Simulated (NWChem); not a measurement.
All runs are NWChem calculations. System: CH4AlF, charge 0, spin multiplicity 1, at a geometry optimised with PBE0/def2-SVP. The structure started from a generated list of species. Level: TD-PBE/def2-SVPD.

Job file:

```
start mol
memory heap 200 mb stack 800 mb global 1000 mb
geometry units angstroms nocenter noautoz
  Al     0.494960     0.089058     0.000000
  H      2.024943     0.495920     0.000000
  F      0.197214    -1.555541     0.000000
  C     -1.028397     1.292464     0.000000
  H     -1.666127     1.119221    -0.883373
  H     -0.731716     2.352970     0.000000
  H     -1.666127     1.119221     0.883373
  symmetry group Cs
end
basis spherical
  * library def2-svpd
end
dft
  xc xpbe96 cpbe96
  semidirect memsize 60000000 filesize 0
  iterations 100
end
tddft
  rpa
  nroots 6
  notriplet
  thresh 1e-4
end
task tddft energy
```

Output (cleaned and shortened):

```
             Northwest Computational Chemistry Package (NWChem) 7.3.0
             --------------------------------------------------------

                                NWChem Input Module
                                -------------------

 Scaling coordinates for geometry "geometry" by  1.889725989
 (inverse scale =  0.529177249)

 Turning off AUTOSYM since
 SYMMETRY directive was detected!

                             Geometry "geometry" -> ""
                             -------------------------

 Output coordinates in angstroms (scale by  1.889725989 to convert to a.u.)

  No.       Tag          Charge          X              Y              Z
 ---- ---------------- ---------- -------------- -------------- --------------
    1 Al                  13.0000     0.49496000     0.08905800     0.00000000
    2 H                    1.0000     2.02494300     0.49592000     0.00000000
    3 F                    9.0000     0.19721400    -1.55554100     0.00000000
    4 C                    6.0000    -1.02839700     1.29246400     0.00000000
    5 H                    1.0000    -1.66612700     1.11922100    -0.88337300
    6 H                    1.0000    -0.73171600     2.35297000     0.00000000
    7 H                    1.0000    -1.66612700     1.11922100     0.88337300

 Effective nuclear repulsion energy (a.u.)      96.6434753382

            Nuclear Dipole moment (a.u.)
            ----------------------------
        X                 Y               Z
 ---------------- ---------------- ----------------
    -0.0000056692     0.0000018897     0.0000000000

      Symmetry information
      --------------------

 Group name             Cs
 Group number              2
 Group order               2
 No. of unique centers     6

      Symmetry unique atoms

     1    2    3    4    5    6


 Summary of "ao basis" -> "" (spherical)
 ------------------------------------------------------------------------------
       Tag                 Description            Shells   Functions and Types
 ---------------- ------------------------------  ------  ---------------------
 *                         def2-svpd                  on all atoms

  pbe96 is a nonlocal functional; adding pw91lda local functional.

                                 NWChem DFT Module
                                 -----------------

 Summary of "ao basis" -> "ao basis" (spherical)
 ------------------------------------------------------------------------------
       Tag                 Description            Shells   Functions and Types
 ---------------- ------------------------------  ------  ---------------------
 Al                        def2-svpd                10       24   5s3p2d
 H                         def2-svpd                 4        8   2s2p
 F                         def2-svpd                 9       23   4s3p2d
 C                         def2-svpd                 8       20   4s2p2d

 Summary of "ao basis" -> "ao basis" (spherical)
 ------------------------------------------------------------------------------
       Tag                 Description            Shells   Functions and Types
 ---------------- ------------------------------  ------  ---------------------
 Al                        def2-svpd                10       24   5s3p2d
 H                         def2-svpd                 4        8   2s2p
 F                         def2-svpd                 9       23   4s3p2d
 C                         def2-svpd                 8       20   4s2p2d

      Symmetry analysis of basis
      --------------------------

        a'         67
        a"         32

            General Information
            -------------------
          SCF calculation type: DFT
          Wavefunction type:  closed shell.
          No. of atoms     :     7
          No. of electrons :    32
           Alpha electrons :    16
            Beta electrons :    16
          Charge           :     0
          Spin multiplicity:     1
          Use of symmetry is: off; symmetry adaption is: on
          Maximum number of iterations: 100
          AO basis - number of functions:    99
                     number of shells:    43
          Convergence on energy requested:  1.00D-06
          Convergence on density requested:  1.00D-05
          Convergence on gradient requested:  5.00D-04

              XC Information
              --------------
          PerdewBurkeErnzerhof Exchange Functional  1.000
            Perdew 1991 LDA Correlation Functional  1.000 local
           PerdewBurkeErnz. Correlation Functional  1.000 non-local

             Grid Information
             ----------------
          Grid used for XC integration:  medium
          Radial quadrature: Mura-Knowles
          Angular quadrature: Lebedev.
          Tag              B.-S. Rad. Rad. Pts. Rad. Cut. Ang. Pts.
          ---              ---------- --------- --------- ---------
          Al                  1.25       88          10.0       590
          H                   0.35       45          12.0       434
          F                   0.50       49          11.0       434
          C                   0.70       49          11.0       434
          Grid pruning is: on
          Number of quadrature shells:   366
          Spatial weights used:  Erf1

          Convergence Information
          -----------------------
          Convergence aids based upon iterative change in
          total energy or number of iterations.
          Levelshifting, if invoked, occurs when the
          HOMO/LUMO gap drops below (HL_TOL):  1.00D-02
          DIIS, if invoked, will attempt to extrapolate
[...]
         Beta frozen cores :       0
     Alpha frozen virtuals :       0
      Beta frozen virtuals :       0
         Spin multiplicity :       1
    Number of AO functions :      99
        Use of symmetry is : off
      Symmetry adaption is : on
         Schwarz screening :  0.10D-07

              XC Information
              --------------
   PerdewBurkeErnzerhof Exchange Functional   1.00
     Perdew 1991 LDA Correlation Functional   1.00 local
    PerdewBurkeErnz. Correlation Functional   1.00 non-local

             TDDFT Information
             -----------------
          Calculation type : TDDFT
         Wavefunction type : Restricted singlets
          No. of electrons :      32
           Alpha electrons :      16
            Beta electrons :      16
              No. of roots :       6
          Max subspacesize :    5200
            Max iterations :     100
               Target root :       1
           Target symmetry : none
      Symmetry restriction : off
                 Algorithm : Optimal
        Davidson threshold :  0.10D-03

            Memory Information
            ------------------
          Available GA space size is         131062199 doubles
          Available MA space size is          37547828 doubles
          Length of a trial vector is         1328
          Algorithm : Incore multiple tensor contraction
          Estimated peak GA usage is          28147988 doubles
          Estimated peak MA usage is             25800 doubles

    6 smallest eigenvalue differences (eV)
--------------------------------------------------------
  No. Spin  Occ  Vir  Irrep   E(Occ)    E(Vir)   E(Diff)
--------------------------------------------------------
    1    1   16   17 a"       -0.260    -0.063     5.346
    2    1   16   18 a'       -0.260    -0.030     6.251
    3    1   15   17 a"       -0.321    -0.063     7.012
    4    1   16   19 a'       -0.260     0.006     7.228
    5    1   14   17 a"       -0.340    -0.063     7.532
    6    1   13   17 a'       -0.343    -0.063     7.608
--------------------------------------------------------

  Entering Davidson iterations
  Restricted singlet excited states

  Iter   NTrls   NConv    DeltaV     DeltaE      Time
  ----  ------  ------  ---------  ---------  ---------
    1      6       0     0.34E+00   0.10+100        7.8
    2     12       0     0.12E+00   0.19E-01        8.3
    3     24       0     0.78E-01   0.57E-02       10.7
    4     36       0     0.27E-01   0.36E-02       11.4
    5     48       0     0.13E-01   0.38E-03       12.4
    6     60       1     0.53E-02   0.60E-04       15.5
    7     70       1     0.26E-02   0.11E-04       11.6
    8     80       1     0.13E-02   0.24E-05       10.3
    9     90       4     0.56E-03   0.61E-06       11.2
   10     94       5     0.24E-03   0.12E-06        6.3
   11     96       5     0.12E-03   0.22E-07        6.0
   12     98       6     0.81E-04   0.45E-08        7.2
  ----  ------  ------  ---------  ---------  ---------
  Convergence criterion met

  Ground state a'       -382.387256951577 a.u.

  ----------------------------------------------------------------------------
  Root   1 singlet a"             0.200015494 a.u.                5.4427 eV
  ----------------------------------------------------------------------------
     Transition Moments    X  0.00000   Y  0.00000   Z  0.09862
     Transition Moments   XX  0.00000  XY  0.00000  XZ  1.68868
     Transition Moments   YY  0.00000  YZ -0.11843  ZZ  0.00000
     Dipole Oscillator Strength                    0.0012968791
     Electric Quadrupole                           0.0000001221
     Magnetic Dipole                               0.0000027031
     Total Oscillator Strength                     0.0012997043

          sigma_e =   1.9363 Angstrom
          sigma_h =   1.7961 Angstrom
         |d_h->e| =   0.5980 Angstrom
            d_exc =   2.7256 Angstrom
            d_CD1 =   0.7382 Angstrom
            d_CD2 =  -1.2681 Angstrom
            d_CD3 =   3.3237 Angstrom
     Pearson C.C. =  -0.0138

     Occ.   16  a'  ---  Virt.   17  a"  -0.99875 X
  ----------------------------------------------------------------------------
  Root   2 singlet a'             0.243286484 a.u.                6.6202 eV
  ----------------------------------------------------------------------------
     Transition Moments    X  0.66947   Y -0.29548   Z -0.00000
     Transition Moments   XX -0.09498  XY  1.73494  XZ -0.00000
     Transition Moments   YY -1.51161  YZ -0.00000  ZZ -0.48000
     Dipole Oscillator Strength                    0.0868531536
     Electric Quadrupole                           0.0000002720
     Magnetic Dipole                               0.0000002021
     Total Oscillator Strength                     0.0868536276

          sigma_e =   2.9753 Angstrom
          sigma_h =   1.7990 Angstrom
         |d_h->e| =   0.6826 Angstrom
            d_exc =   3.5670 Angstrom
            d_CD1 =   1.8590 Angstrom
            d_CD2 =  -1.7045 Angstrom
            d_CD3 =   4.2497 Angstrom
     Pearson C.C. =  -0.0158

     Occ.   15  a'  ---  Virt.   18  a'  -0.05015 X
     Occ.   16  a'  ---  Virt.   18  a'   0.96979 X
     Occ.   16  a'  ---  Virt.   20  a'   0.18567 X
     Occ.   16  a'  ---  Virt.   21  a'   0.07036 X
     Occ.   16  a'  ---  Virt.   23  a'  -0.05181 X
     Occ.   16  a'  ---  Virt.   28  a'  -0.06879 X
  ----------------------------------------------------------------------------
  Root   3 singlet a'             0.268834256 a.u.                7.3154 eV
  ----------------------------------------------------------------------------
     Transition Moments    X  0.28661   Y -0.38437   Z  0.00000
     Transition Moments   XX -0.68331  XY -0.55013  XZ  0.00000
     Transition Moments   YY -1.18797  YZ  0.00000  ZZ -0.26768
     Dipole Oscillator Strength                    0.0411998421
     Electric Quadrupole                           0.0000000533
     Magnetic Dipole                               0.0000035499
     Total Oscillator Strength                     0.0412034453

          sigma_e =   2.7587 Angstrom
          sigma_h =   1.7946 Angstrom
         |d_h->e| =   0.4803 Angstrom
            d_exc =   3.3588 Angstrom
            d_CD1 =   1.4444 Angstrom
            d_CD2 =  -1.7964 Angstrom
            d_CD3 =   3.8391 Angstrom
     Pearson C.C. =  -0.0222

     Occ.   16  a'  ---  Virt.   19  a'  -0.99423 X
  ----------------------------------------------------------------------------
  Root   4 singlet a"             0.269314824 a.u.                7.3284 eV
  ----------------------------------------------------------------------------
     Transition Moments    X  0.00000   Y -0.00000   Z -0.59273
     Transition Moments   XX -0.00000  XY -0.00000  XZ -1.44330
     Transition Moments   YY -0.00000  YZ -0.75399  ZZ -0.00000
     Dipole Oscillator Strength                    0.0630787191
     Electric Quadrupole                           0.0000002758
     Magnetic Dipole                               0.0000018838
     Total Oscillator Strength                     0.0630808787

          sigma_e =   1.9729 Angstrom
          sigma_h =   1.8550 Angstrom
         |d_h->e| =   0.3029 Angstrom
            d_exc =   2.7906 Angstrom
            d_CD1 =   0.4208 Angstrom
            d_CD2 =  -1.6110 Angstrom
            d_CD3 =   3.0935 Angstrom
     Pearson C.C. =  -0.0495

     Occ.   10  a'  ---  Virt.   17  a"   0.11080 X
     Occ.   11  a'  ---  Virt.   17  a"  -0.10301 X
     Occ.   13  a"  ---  Virt.   18  a'   0.05345 X
     Occ.   14  a'  ---  Virt.   17  a"   0.06704 X
     Occ.   15  a'  ---  Virt.   17  a"   0.97588 X
     Occ.   16  a'  ---  Virt.   26  a"   0.09771 X
  ----------------------------------------------------------------------------
  Root   5 singlet a"             0.278387945 a.u.                7.5753 eV
  ----------------------------------------------------------------------------
     Transition Moments    X  0.00000   Y -0.00000   Z -0.07104
     Transition Moments   XX  0.00000  XY  0.00000  XZ -0.74958
     Transition Moments   YY -0.00000  YZ  0.18315  ZZ -0.00000
     Dipole Oscillator Strength                    0.0009366954
     Electric Quadrupole                           0.0000000684
     Magnetic Dipole                               0.0000001017
     Total Oscillator Strength                     0.0009368655

          sigma_e =   1.9297 Angstrom
          sigma_h =   1.4741 Angstrom
         |d_h->e| =   1.4090 Angstrom
            d_exc =   2.8185 Angstrom
            d_CD1 =   1.8646 Angstrom
            d_CD2 =  -0.2929 Angstrom
            d_CD3 =   4.2276 Angstrom
     Pearson C.C. =  -0.0109

     Occ.   14  a'  ---  Virt.   17  a"  -0.99697 X
     Occ.   15  a'  ---  Virt.   17  a"   0.06541 X
  ----------------------------------------------------------------------------
  Root   6 singlet a'             0.290064708 a.u.                7.8931 eV
  ----------------------------------------------------------------------------
     Transition Moments    X  0.36728   Y  0.01867   Z -0.00000
     Transition Moments   XX  1.45837  XY  0.56760  XZ -0.00000
     Transition Moments   YY -1.32557  YZ  0.00000  ZZ  0.99220
     Dipole Oscillator Strength                    0.0261531966
     Electric Quadrupole                           0.0000003308
     Magnetic Dipole                               0.0000000104
     Total Oscillator Strength                     0.0261535378

          sigma_e =   2.3903 Angstrom
          sigma_h =   1.7941 Angstrom
         |d_h->e| =   1.0591 Angstrom
            d_exc =   3.1884 Angstrom
            d_CD1 =   1.6552 Angstrom
            d_CD2 =  -1.0331 Angstrom
            d_CD3 =   4.2474 Angstrom
     Pearson C.C. =  -0.0130

     Occ.   12  a"  ---  Virt.   17  a"   0.15962 X
     Occ.   13  a"  ---  Virt.   17  a"   0.79371 X
     Occ.   15  a'  ---  Virt.   18  a'  -0.35088 X
     Occ.   16  a'  ---  Virt.   20  a'  -0.44651 X
     Occ.   16  a'  ---  Virt.   21  a'   0.05957 X

              Target root =      1
          Target symmetry = none
      Ground state energy =   -382.387256951577
        Excitation energy =      0.200015494093
     Excited state energy =   -382.187241457484

  stored tddft:energy   -382.18724145748433

 Task  times  cpu:      129.4s     wall:      129.4s

 Total times  cpu:      129.4s     wall:      129.4s
```
